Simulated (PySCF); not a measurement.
C₄H₁₀Sn, SMILES C=[CH][SnH2][CH2]C. Geometry: PBE-D3(BJ)/def2-SVP. The def2 effective core potentials stand for the cores of Sn; spin–orbit coupling is left out. Other conformers were not sampled.

Problem. Give the equilibrium geometry at PBE-D3(BJ)/def2-SVP (PySCF confirms it by a frequency run) as bond lengths and angles. (The exact figures need the calculation; the answer reports its results.)

Solution. One answer among several that fit: 
Atoms: Sn1 C2 C3 C4 C5 H6 H7 H8 H9 H10 H11 H12 H13 H14 H15. Bonds (Å): Sn1–C2 2.157, Sn1–C4 2.187, Sn1–H6 1.736, Sn1–H7 1.737, C2–C3 1.346, C2–H8 1.106, C3–H9 1.106, C3–H10 1.104, C4–C5 1.529, C4–H11 1.110, C4–H12 1.110, C5–H13 1.110, C5–H14 1.110, C5–H15 1.111. Bond angles (°): C2–Sn1–C4 111.4, C2–Sn1–H6 107.0, C2–Sn1–H7 110.2, C4–Sn1–H6 110.2, C4–Sn1–H7 108.7, H6–Sn1–H7 109.3, Sn1–C2–C3 123.0, Sn1–C2–H8 118.2, C3–C2–H8 118.8, C2–C3–H9 121.9, C2–C3–H10 122.3, H9–C3–H10 115.8, Sn1–C4–C5 113.6, Sn1–C4–H11 106.6, Sn1–C4–H12 106.5, C5–C4–H11 111.5, C5–C4–H12 111.6, H11–C4–H12 106.7, C4–C5–H13 112.0, C4–C5–H14 112.0, C4–C5–H15 111.6, H13–C5–H14 107.1, H13–C5–H15 107.0, H14–C5–H15 107.0.
Charge 0, spin multiplicity 1.
